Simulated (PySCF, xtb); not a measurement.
Mg(NH2)(SMe) (CH₅MgNS), SMILES C[S][Mg][NH2].

GFN2-xTB (xtb) at its own geometry gives an orbital gap of 1.76 eV and a dipole moment of 3.07 D.

Geometry optimised at ωB97X-D3(BJ)/def2-SVP. The values are those of a single conformer.

Question: What does ωB97X/def2-TZVPD in PySCF give? (An estimate is asked for; the answer gives what the named calculation found.)

Answer: gap 9.28 eV (levels -8.76 and 0.52 eV), dipole 1.80 D.
